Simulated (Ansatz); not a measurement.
Correlation energies of BH$_{8}$NSi$_{2}$ by basis set

```xyz
12

N     1.316   -0.336   -0.004
Si    0.507    0.177    1.598
B     0.128    0.725   -0.245
Si   -1.532   -0.010   -1.069
H     1.185   -1.283   -0.333
H     2.258   -0.024   -0.193
H     0.003   -1.074    2.222
H     1.600    0.734    2.438
H     0.544    1.808   -0.545
H    -2.739    0.781   -0.696
H    -1.771   -1.417   -0.609
H    -1.498   -0.082   -2.563
```

Total charge 0; spin multiplicity 1. The bonds changed during the relaxation, so this is another structure than the one it started from. Geometry: relaxed with PBE0-D4/def2-TZVP. It is one conformer, not always the lowest. Frozen core, restricted reference, the Gaussian-basis code of Ansatz. CBS rows extrapolate triple and quadruple zeta; past MP2 they add the triple-zeta difference.

```csv
basis,HF (Eh),MP2 corr.
def2-TZVPP,-661.68944,-0.59169
def2-QZVPP,-661.71113,-0.63167
```

(1) Estimate the CCSD correlation energy and the (T) correction in each basis where they were run (hartree).

## Answers

(1) 
```json
{"basis": "def2-TZVPP", "CCSD corr.": "-0.64945", "(T)": "-0.02561"}
{"basis": "CBS(def2)", "CCSD corr.": "-0.71903", "(T)": "as TZ"}
```
